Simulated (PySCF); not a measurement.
C₂H₁₀OSi₃, SMILES O[Si@@H]1C[C@H]([SiH3])[SiH2]1. Atoms are numbered in the order given.

```xyz
16

O      2.8140     1.3985     0.2989
Si     1.6268     0.4182    -0.3508
C     -0.1634     1.0546    -0.5922
C     -0.8791    -0.3393    -0.5017
Si    -2.7036    -0.2743    -0.0439
Si     0.3387    -1.2289     0.7066
H      2.6863     1.7013     1.2055
H      2.1862    -0.0513    -1.6483
H     -0.3906     1.6188    -1.5111
H     -0.4553     1.6910     0.2625
H     -0.7895    -0.8642    -1.4704
H     -3.2735    -1.6513     0.0630
H     -3.4979     0.4871    -1.0566
H     -2.8534     0.4097     1.2758
H      0.4820    -2.7072     0.5583
H     -0.0181    -0.9229     2.1269
```
Charge 0, spin multiplicity 1.

The structure is a stationary point at B3LYP-D3(BJ)/def2-SVP. The structure was generated by enumeration; whether it is a known compound was not checked. The values are those of a single conformer.

Level of theory: B3LYP-D3(BJ)/def2-SVP (PySCF).

Frequencies are harmonic and unscaled.

Q: Give all harmonic wavenumbers and intensities. (Estimate from the structure and the level; the computed values follow.)

A: 
| mode | ν (cm⁻¹) | IR (km/mol) | moving atoms (share of kinetic energy) |
|---|---|---|---|
| 1 | 66 | 2.0 | O 28 %, C 25 %, H 24 %, Si 23 % |
| 2 | 133 | 0.1 | H 41 %, Si 31 %, O 16 %, C 13 % |
| 3 | 150 | 0.2 | H 79 %, Si 14 % |
| 4 | 170 | 8.6 | Si 43 %, H 32 %, O 18 % |
| 5 | 222 | 7.3 | Si 38 %, H 35 %, C 19 %, O 8 % |
| 6 | 246 | 6.3 | H 44 %, Si 25 %, C 21 %, O 9 % |
| 7 | 289 | 85.0 | H 61 %, O 21 %, Si 14 % |
| 8 | 300 | 17.2 | H 29 %, Si 28 %, C 26 %, O 16 % |
| 9 | 413 | 8.2 | Si 68 %, H 21 % |
| 10 | 452 | 6.5 | H 77 %, Si 19 % |
| 11 | 506 | 2.0 | Si 51 %, H 29 %, C 20 % |
| 12 | 586 | 5.4 | H 91 %, Si 8 % |
| 13 | 629 | 34.3 | H 75 %, Si 13 %, C 13 % |
| 14 | 648 | 20.1 | H 87 %, Si 9 % |
| 15 | 670 | 43.6 | C 48 %, H 29 %, Si 18 % |
| 16 | 719 | 92.7 | H 77 %, C 13 %, Si 10 % |
| 17 | 729 | 52.0 | H 62 %, C 23 %, Si 15 % |
| 18 | 769 | 200.2 | H 77 %, O 12 % |
| 19 | 817 | 13.9 | C 51 %, H 37 %, Si 11 % |
| 20 | 849 | 122.6 | H 57 %, C 19 %, Si 13 %, O 11 % |
| 21 | 879 | 251.9 | H 84 % |
| 22 | 901 | 45.7 | Si 34 %, O 33 %, H 30 % |
| 23 | 932 | 224.7 | H 85 %, Si 9 % |
| 24 | 944 | 35.2 | C 58 %, H 41 % |
| 25 | 950 | 84.1 | H 94 % |
| 26 | 953 | 66.3 | H 89 %, Si 8 % |
| 27 | 959 | 39.9 | H 92 % |
| 28 | 1024 | 13.8 | H 85 %, C 14 % |
| 29 | 1082 | 65.3 | H 73 %, C 25 % |
| 30 | 1150 | 7.4 | H 67 %, C 32 % |
| 31 | 1251 | 1.0 | H 82 %, C 18 % |
| 32 | 1425 | 6.4 | H 92 % |
| 33 | 2191 | 70.6 | H 97 % |
| 34 | 2201 | 147.3 | H 97 % |
| 35 | 2209 | 43.9 | H 97 % |
| 36 | 2211 | 92.4 | H 97 % |
| 37 | 2213 | 184.9 | H 96 % |
| 38 | 2229 | 149.6 | H 97 % |
| 39 | 3026 | 9.2 | H 94 % |
| 40 | 3037 | 5.9 | H 93 % |
| 41 | 3094 | 9.2 | H 91 %, C 9 % |
| 42 | 3874 | 101.3 | H 94 % |
